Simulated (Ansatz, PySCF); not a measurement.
Ta(NH)(F)(OH)2 (FH3NO2Ta), SMILES [OH][Ta]([F])(=[NH])[OH], multiplicity 1. Atoms are numbered in the order given.

```xyz
8

Ta    -0.0360     0.0458     0.0000
N      1.7399     0.0584     0.0000
H      2.7518     0.1081     0.0000
F     -0.6692     1.8429     0.0000
O     -0.6465    -0.8812     1.5590
H     -0.2063    -1.3033     2.3049
O     -0.6465    -0.8812    -1.5590
H     -0.2063    -1.3033    -2.3049
```

The structure is a stationary point at B3LYP-D3(BJ)/def2-SVP. The spin state was assumed, not searched. The structure was generated by enumeration; whether it is a known compound was not checked. The def2 effective core potentials stand for the cores of Ta; spin–orbit coupling is left out. The values are those of a single conformer.

Two levels are set side by side: PBE-D3(BJ)/def2-SVP (Ansatz, a quantum-chemistry and plane-wave program) and B3LYP-D3(BJ)/def2-SVP (Ansatz). Each level has its own optimised geometry; the coordinates shown are those of the second. Frequencies come from the Hessian of PySCF at each geometry. Differences are taken from unrounded values.

| quantity | B3LYP-D3(BJ) |
|---|---|
| mean bond length (Å) | 1.493 |
| bond Ta1–N2 (Å) | 1.776 |
| bond Ta1–F4 (Å) | 1.905 |
| bond Ta1–O5 (Å) | 1.914 |
| bond Ta1–O7 (Å) | 1.914 |
| bond N2–H3 (Å) | 1.013 |
| bond O5–H6 (Å) | 0.963 |
| bond O7–H8 (Å) | 0.963 |
| highest harmonic wavenumber (cm⁻¹) | 3898 |
| mean harmonic wavenumber (cm⁻¹) | 1029 |
| zero-point energy (kcal/mol) | 26.47 |

Q: What does PBE-D3(BJ) give, and how far is it from B3LYP-D3(BJ)? (The exact figures need the calculation; the answer reports its results.)

A: 
| quantity | PBE-D3(BJ) | PBE-D3(BJ) minus B3LYP-D3(BJ) |
|---|---|---|
| mean bond length (Å) | 1.499 | 0.007 |
| bond Ta1–N2 (Å) | 1.782 | 0.006 |
| bond Ta1–F4 (Å) | 1.910 | 0.005 |
| bond Ta1–O5 (Å) | 1.921 | 0.007 |
| bond Ta1–O7 (Å) | 1.921 | 0.007 |
| bond N2–H3 (Å) | 1.020 | 0.007 |
| bond O5–H6 (Å) | 0.972 | 0.008 |
| bond O7–H8 (Å) | 0.972 | 0.008 |
| highest harmonic wavenumber (cm⁻¹) | 3793 | -106 |
| mean harmonic wavenumber (cm⁻¹) | 1003 | -26 |
| zero-point energy (kcal/mol) | 25.81 | -0.67 |

GGA bonds tend to be longer and softer than those of functionals with exact exchange. Differences between two approximate levels are no errors against the true value.
